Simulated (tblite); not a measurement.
N-tert-butylisopropylamine, C₇H₁₇N.
SMILES with atom numbers: `[CH3:1][CH:2]([CH3:3])[NH:4][C:5]([CH3:6])([CH3:7])[CH3:8]` (hydrogens: H9, H10, H11 on C1; H12 on C2; H13, H14, H15 on C3; H16 on N4; H17, H18, H19 on C6; H20, H21, H22 on C7; H23, H24, H25 on C8)

Structure used (GFN2-xTB), in Å, numbered top down from 1:
```
atom  x, y, z in Å
C1     2.008    0.759    0.685
C2     1.385   -0.345   -0.171
C3     2.308   -0.644   -1.354
N4     0.097    0.065   -0.714
C5    -1.119    0.054    0.101
C6    -1.187    1.323    0.961
C7    -2.289    0.085   -0.891
C8    -1.267   -1.187    0.999
H9     1.519    0.836    1.651
H10    3.060    0.545    0.856
H11    1.921    1.712    0.172
H12    1.311   -1.263    0.440
H13    3.293   -0.940   -1.002
H14    1.907   -1.451   -1.965
H15    2.409    0.243   -1.974
H16   -0.079   -0.483   -1.549
H17   -0.904    2.183    0.362
H18   -0.523    1.261    1.817
H19   -2.199    1.468    1.330
H20   -2.187    0.941   -1.552
H21   -2.306   -0.821   -1.495
H22   -3.237    0.160   -0.364
H23   -0.505   -1.205    1.774
H24   -1.187   -2.099    0.409
H25   -2.241   -1.175    1.483
```

Level: GFN2-xTB in tblite, geometry and Hessian alike; calculated harmonic values, unscaled, isolated species. This tight-binding method is rough: wavenumbers can miss measured ones by several per cent, in bad cases by 10 to 20. One conformer, not necessarily the lowest. The optimisation stopped once no atom felt more than 0.01 eV/Å.

Lowest wavenumbers of the output (negative numbers stand for imaginary wavenumbers):
```
mode    cm-1
  1     -42.6
  2      95.6
  3     146.6
  4     184.8
  5     221.8
  6     229.0
  7     248.7
  8     264.2
  9     286.8
 10     335.4
```

Task: Is this structure a minimum?

Result: Not by this Hessian. 1 mode is imaginary beyond 20i (43i cm⁻¹), so at this level the point lies at or near a first-order saddle. The curvature is small, so loose convergence or finite differences may be the whole cause.

Task: Which atoms move in the imaginary mode?

Result: 43i: C1 (methyl carbon) 27 %, C3 (methyl carbon) 12 %. These are shares of the mass-weighted motion.

Task: What is the remedy?

Result: Step along that mode in both directions, optimise again with tighter thresholds and repeat the frequencies. The zero-point energy of this point (144.2 kcal/mol) counts the 68 real modes alone, and thermal corrections from it aren't those of a minimum.
